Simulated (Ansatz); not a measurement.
Breaking a bond: MgH, doublet.

UKS-PBE = unrestricted PBE/cc-pVDZ (Ansatz, an electronic-structure program); UKS-PBE0 = unrestricted PBE0/cc-pVDZ (Ansatz); UHF/cc-pVDZ (Ansatz).

Total energies in hartree (comparable only within one method and basis):

| R / Å | UKS-PBE | UKS-PBE0 | UHF |
|---|---|---|---|
| 1.30 | -200.43919 | -200.46084 | -200.09590 |
| 1.38 | -200.45956 | -200.48130 | -200.11740 |
| 1.48 | -200.47607 | -200.49778 | -200.13465 |
| 1.59 | -200.48613 | -200.50765 | -200.14486 |
| 1.64 | -200.48866 | -200.51004 | -200.14727 |
| 1.69 | -200.49019 | -200.51143 | -200.14860 |
| 1.74 | -200.49090 | -200.51196 | -200.14901 |
| 1.80 | -200.49085 | -200.51168 | -200.14853 |
| 1.87 | -200.48981 | -200.51035 | -200.14687 |
| 1.91 | -200.48884 | -200.50920 | -200.14551 |
| 1.99 | -200.48627 | -200.50626 | -200.14211 |
| 2.15 | -200.47954 | -200.49879 | -200.13383 |
| 2.39 | -200.46831 | -200.48666 | -200.12200 |
| 2.63 | -200.45837 | -200.47641 | -200.11425 |
| 2.92 | -200.44973 | -200.46820 | -200.10961 |
| 3.10 | -200.44623 | -200.46521 | -200.10830 |
| 3.50 | -200.44235 | -200.46235 | -200.10734 |
| 3.85 | -200.44147 | -200.46175 | -200.10731 |
| 4.27 | -200.44119 | -200.46154 | -200.10744 |
| 4.70 | -200.44107 | -200.46146 | -200.10752 |
| 5.24 | -200.44098 | -200.46140 | -200.10757 |
| 6.03 | -200.44089 | -200.46135 | -200.10758 |
| 6.87 | -200.44085 | -200.46132 | -200.10758 |

The unrestricted determinant behind UHF is spin-contaminated at 2.39 to 3.10 Å (<S²> up to 0.9, against 0.75 for a pure doublet).
